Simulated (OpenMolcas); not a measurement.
**Ag2+: effect of the metal basis**

Ag2+ with its 6 nearest fluoride ions at 2.273 Å, on the Na site of NaF (a = 4.634 Å, distance in the model lattice 2.317 Å). The rest of the host is ab initio model potentials to 7.6 Å and point charges beyond; the distance is set by hand and nothing relaxes, and no local charge compensation is placed.

| Quantity | Value |
| --- | --- |
| Program | OpenMolcas 26.06 |
| Method | SS-CASPT2, IPEA 0.25 Eh, imaginary shift 0.1 Eh (closed shells correlated: 4s 4p and the ligand valence shells) |
| Spin-orbit coupling | RASSI with atomic mean-field integrals over the reference wave functions |

Fixed: ligand basis ANO-RCC-VDZP, active space 9 electrons in 5 orbitals (4d), DKH2 Hamiltonian.

States (labels of O, the rotations of Oh). Energies in cm-1 above the lowest state or level, χT in cm3 K/mol; 10Dq is the gap between the two states.

| Run | Metal basis | Ground state | First state of that spin | 10Dq | First gap with spin-orbit (degeneracies) | χT at 300 K | Cost |
| --- | --- | --- | --- | --- | --- | --- | --- |
| A | ANO-RCC-VDZP | 2E | 2T2 12700 | 12701 | 11280 (4, 2) | 0.568 | roughly 16 core-seconds |
| B | ANO-RCC-VTZP | 2E | 2T2 12190 | 12190 | 10800 (4, 2) | 0.576 | roughly 28 core-seconds |

Against A, |10Dq| changes by -4.0 % in B.

Costs are those of the CASPT2 steps.

Roots that are degenerate in the reference are averaged as groups; the widest CASPT2 spread within a group is 72 cm-1 (the 3-fold group of multiplicity 2 near 12700 cm-1 above the lowest state of its run, A). Shifts and gaps below about the spread of the groups concerned are not significant. Over all roots computed the reference weight is 0.73 to 0.74 in A, 0.73 in B; a low but even weight reflects the number of correlated electrons. An orbital doublet at a regular site is open to a Jahn-Teller distortion, which this geometry leaves out. Ligand-to-metal charge-transfer states are missing. With one d shell and no ligand orbital active, 10Dq can be off by a tenth or more. Free-ion shares, where given, are those of the reference states; single-state CASPT2 does not remix them. No measured value stands beside these numbers; the geometry was set by hand and not optimised.
